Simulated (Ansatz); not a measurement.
Gas-phase electronic energies from Ansatz, PBE0-D4/def2-TZVP geometries. CBS: MP2 limit from def2 TZ/QZ plus the TZ coupled-cluster correction, frozen cores. This one scheme is used for every species. Functionals use def2-TZVPP. One conformer a species, not always the lowest.

`NC[SiH2]Cl` + `CO[SiH2]S` → `CO[SiH2]S[SiH2]Cl` + CH₃NH₂  (ligand exchange at the Si–C bond)

`NC[SiH2]Cl`:

```xyz
10

N    -0.473   -0.824    1.175
C    -0.732   -0.137   -0.081
Si    0.874    0.385   -0.885
Cl    1.894    1.600    0.439
H    -1.333   -1.112    1.622
H     0.015   -0.217    1.822
H    -1.401    0.736   -0.012
H    -1.206   -0.835   -0.783
H     0.615    1.177   -2.113
H     1.747   -0.773   -1.184
```

`CO[SiH2]S`:

```xyz
10

C     0.639   -1.116    1.077
O    -0.091    0.041    0.734
Si   -0.031    0.712   -0.760
S    -1.497    2.234   -0.923
H     0.298   -1.456    2.056
H     0.481   -1.924    0.353
H     1.713   -0.907    1.137
H    -0.243   -0.358   -1.771
H     1.264    1.396   -1.009
H    -2.534    1.379   -0.895
```

`CO[SiH2]S[SiH2]Cl`:

```xyz
13

C    -0.666   -0.554   -1.694
O    -1.162    0.365   -0.745
Si   -1.368    0.107    0.851
S     0.070    1.158    2.051
Si    1.826    0.723    0.955
Cl    2.108   -1.303    0.708
H    -0.568   -1.561   -1.275
H    -1.353   -0.590   -2.542
H     0.315   -0.228   -2.048
H    -1.284   -1.351    1.121
H    -2.663    0.675    1.285
H     1.786    1.301   -0.405
H     2.960    1.258    1.738
```

CH₃NH₂:

Z-matrix (Å, degrees):
```
C
N 1 1.453
H 1 1.092 2 109.4
H 1 1.100 2 115.4 3 -121.6
H 1 1.092 2 109.4 3 116.8
H 2 1.012 1 110.6 3 62.6
H 2 1.012 1 110.6 3 -179.3
```

| level | ΔE (kJ/mol) |
| --- | --- |
| PBE0-D4 | -77.8 |
| r2SCAN | -75.0 |
| MP2/def2-TZVPP | -79.0 |
| HF/def2-QZVPP | -66.6 |
| SCS-MP2/def2-QZVPP | -76.7 |
| HF/CBS(def2) | -66.6 |
| MP2/CBS(def2) | -82.2 |
| CCSD/CBS(def2) | -73.4 |

(1) What does CCSD(T)/CBS give? (Best estimate.)

Largest T1 diagnostic among the species: 0.011.

Answers

(1) Computed: -76.0 kJ/mol. The listed levels differ from it by -1.8, 1.0, -3.0, 9.4, -0.7, 9.4, -6.2, 2.6 kJ/mol.

In def2-TZVPP, CCSD(T) changes the Hartree–Fock value by −5.9 kJ/mol (the triples alone add −2.6 kJ/mol) and MP2 by −12.1 kJ/mol. The D4 term adds −12.0 kJ/mol with B3LYP and −7.0 kJ/mol with PBE0; it sums over pairs of atoms, weighted by their polarisabilities, and B3LYP, whose exchange is more repulsive, gets the larger term.

B3LYP here is the variant with VWN-RPA as its local correlation; programs differ in this.
